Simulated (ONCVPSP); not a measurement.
**What one change does to a pseudopotential (antimony, ONCV)**

ONCVPSP 4.0.1 input, shortened (lines: element, Z, core and valence counts, functional; n l f; lmax; l rc ep ncon nbas qcut; lloc lpopt rc5 dvloc0; l nproj debl; icmod fcfact rcfact), PBE, scalar-relativistic:

```
  Sb 51.00    6    5        4      upf
    1    0    2.00
    2    0    2.00
    2    1    6.00
    3    0    2.00
    3    1    6.00
    3    2   10.00
    4    0    2.00
    4    1    6.00
    4    2   10.00
    5    0    2.00
    5    1    3.00
    2
    0    1.50    0.00    3    6    8.00
    1    1.60    0.00    4    8    8.70
    2    1.30    0.00    4    9    9.60
    4    5    1.05    2.00
    0    2    0.50
    1    2    1.60
    2    1    1.70
    1    0.75    0.00
```

Change: fully relativistic.

Cutoffs: the cutoffs (Ha) at which the residual kinetic energy of the hardest occupied pseudo-wave falls to 1 and 0.1 mHa per electron; they do not see the model core or the augmentation charge, which bear on the density cutoff. Errors are all-electron minus pseudo energies relative to the spin-unpolarised reference configuration.

**Question.** How do hardness, ghosts and transferability respond?

**Answer.** The potential gets neither clearly harder nor softer (40 Ha and 48 Ha → 40 Ha and 49 Ha); of the 4 tests that both files solve, the error grows in 0 and shrinks in 4 by more than 15 % and 0.3 meV (median size 8.8 → 0.6 meV); neither file shows a bound ghost.

```csv
quantity,base,changed
"cutoff, loose",40 Ha,40 Ha
"cutoff, tight",48 Ha,49 Ha
loose cutoff by channel,"s 22 Ha, p 26 Ha, d 40 Ha","s 22 Ha, p 27 Ha, d 40 Ha"
bound ghosts,none,none
GHOST(+) flags under 300 eV,none,none
"error for 4s2 4p6 4d10 5s2 5p2, meV [ΔE 8.32 → 8.33 eV]",-1.8,+0.2
"error for 4s2 4p6 4d10 5s2 5p1, meV [ΔE 24.29 → 24.32 eV]",-5.6,+0.6
"error for 4s2 4p6 4d10 5s2 5p0, meV [ΔE 48.70 → 48.76 eV]",-12,+0.7
"error for 4s2 4p5 4d10 5s2 5p3, meV [ΔE 109.95 → 110.17 eV]",-149,-79
s: phases at 1.52 bohr within 0.05 rad from the reference energy up to (Ha; the scan ends near 5),to the end of the scan,to the end of the scan
"rms error of d²Exc/dni dnj with the model core, mHa",1.88,3.23
```
